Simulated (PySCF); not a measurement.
CH₄ClFOSi. Atoms are numbered in the order given.

```xyz
9

C      1.8076    -0.1865    -0.8015
Si     0.0227    -0.0182    -0.3446
O     -0.8257    -1.2947    -0.9785
F     -0.5853     1.3870    -0.9187
Cl    -0.2392     0.0751     1.7138
H      2.2327    -1.1112    -0.3648
H      2.3858     0.6792    -0.4240
H      1.9181    -0.2334    -1.9033
H     -1.7599    -1.3624    -0.7136
```
Charge 0, spin multiplicity 1.

Geometry: PBE-D3(BJ)/def2-SVP. The values are those of a single conformer.

All values below come from PBE-D3(BJ)/def2-SVP (PySCF 2.14.0).

Frequencies are harmonic and unscaled.

```json
[
 {"mode": "1", "ν (cm⁻¹)": "115", "IR (km/mol)": "1.2", "moving atoms (share of kinetic energy)": "H 97 %"},
 {"mode": "2", "ν (cm⁻¹)": "158", "IR (km/mol)": "10.6", "moving atoms (share of kinetic energy)": "H 34 %, C 22 %, Cl 18 %, F 13 %, O 11 %"},
 {"mode": "3", "ν (cm⁻¹)": "190", "IR (km/mol)": "6.5", "moving atoms (share of kinetic energy)": "F 23 %, H 22 %, O 21 %, C 18 %, Cl 13 %"},
 {"mode": "4", "ν (cm⁻¹)": "243", "IR (km/mol)": "11.6", "moving atoms (share of kinetic energy)": "H 43 %, Si 16 %, F 14 %, C 12 %, O 9 %"},
 {"mode": "5", "ν (cm⁻¹)": "260", "IR (km/mol)": "22.5", "moving atoms (share of kinetic energy)": "F 31 %, H 27 %, Cl 18 %, Si 13 %"},
 {"mode": "6", "ν (cm⁻¹)": "299", "IR (km/mol)": "54.6", "moving atoms (share of kinetic energy)": "O 27 %, H 25 %, Cl 16 %, Si 12 %, F 12 %"},
 {"mode": "7", "ν (cm⁻¹)": "324", "IR (km/mol)": "67.5", "moving atoms (share of kinetic energy)": "O 37 %, F 25 %, H 17 %, Si 12 %"},
 {"mode": "8", "ν (cm⁻¹)": "511", "IR (km/mol)": "67.3", "moving atoms (share of kinetic energy)": "Cl 39 %, Si 31 %, C 10 %"},
 {"mode": "9", "ν (cm⁻¹)": "704", "IR (km/mol)": "45.1", "moving atoms (share of kinetic energy)": "C 35 %, H 27 %, Si 22 %, F 10 %"},
 {"mode": "10", "ν (cm⁻¹)": "745", "IR (km/mol)": "34.6", "moving atoms (share of kinetic energy)": "H 66 %, O 19 %, C 13 %"},
 {"mode": "11", "ν (cm⁻¹)": "767", "IR (km/mol)": "28.8", "moving atoms (share of kinetic energy)": "H 64 %, C 21 %"},
 {"mode": "12", "ν (cm⁻¹)": "820", "IR (km/mol)": "258.2", "moving atoms (share of kinetic energy)": "H 57 %, Si 17 %, O 12 %, C 9 %"},
 {"mode": "13", "ν (cm⁻¹)": "891", "IR (km/mol)": "139.7", "moving atoms (share of kinetic energy)": "Si 41 %, F 25 %, H 24 %"},
 {"mode": "14", "ν (cm⁻¹)": "945", "IR (km/mol)": "136.7", "moving atoms (share of kinetic energy)": "Si 48 %, O 30 %, F 11 %, H 10 %"},
 {"mode": "15", "ν (cm⁻¹)": "1231", "IR (km/mol)": "37.8", "moving atoms (share of kinetic energy)": "H 76 %, C 23 %"},
 {"mode": "16", "ν (cm⁻¹)": "1375", "IR (km/mol)": "5.3", "moving atoms (share of kinetic energy)": "H 96 %"},
 {"mode": "17", "ν (cm⁻¹)": "1377", "IR (km/mol)": "3.0", "moving atoms (share of kinetic energy)": "H 96 %"},
 {"mode": "18", "ν (cm⁻¹)": "2991", "IR (km/mol)": "0.1", "moving atoms (share of kinetic energy)": "H 97 %"},
 {"mode": "19", "ν (cm⁻¹)": "3095", "IR (km/mol)": "0.3", "moving atoms (share of kinetic energy)": "H 91 %, C 9 %"},
 {"mode": "20", "ν (cm⁻¹)": "3100", "IR (km/mol)": "0.1", "moving atoms (share of kinetic energy)": "H 91 %, C 9 %"},
 {"mode": "21", "ν (cm⁻¹)": "3766", "IR (km/mol)": "91.3", "moving atoms (share of kinetic energy)": "H 94 %"}
]
```
